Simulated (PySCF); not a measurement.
A GIAO shielding run with PySCF 2.14 (density fitting, non-relativistic, gas phase) on `InChI=1S/C6H9FO2Si/c7-1-2-10-5-3-4(5)6(8)9/h3,5H,1-2,10H2,(H,8,9)/t5-/m1/s1`:

```
$ OMP_NUM_THREADS=1 python probes_run.py task.json out

{"job": {"kind": "nmr", "xc": "PBE0", "basis": "pcSseg-1"}, "charge": 0, "multiplicity": 1}
O      3.625880    -0.394982     0.528220
C      2.422958    -0.467531     0.592456
O      1.750896    -1.611987     0.352467
C      1.542243     0.623701     0.918956
C      1.359154     1.866264     1.276487
C      0.099377     1.082686     1.048021
Si    -0.975668     1.331620    -0.491767
C     -1.293143    -0.381223    -1.279192
C     -1.680209    -1.419826    -0.243040
F     -2.710743    -0.953269     0.545922
H      2.378394    -2.321074     0.144185
H      1.760457     2.806901     1.565131
H     -0.429650     0.761658     1.944698
H     -0.252432     2.158299    -1.464899
H     -2.235022     1.959981    -0.091777
H     -0.403085    -0.744043    -1.791613
H     -2.084270    -0.302350    -2.024766
H     -0.845809    -1.634929     0.430404
H     -2.039131    -2.350644    -0.696403
```

Hardware: 1 thread of an Arm Neoverse N1, shared host. The job also computes population analyses, field gradients, ring-centre shieldings.

(1) How large is the calculation?

(2) How long does it take, and how much memory does it need?

## Answers

(1) 84 electrons, 222 basis functions and 1172 auxiliary functions.

(2) 85 s of wall time, with 15 SCF cycles and 5 response iterations; peak memory 1.1 GiB. Times on a shared host scatter by some tens of per cent.
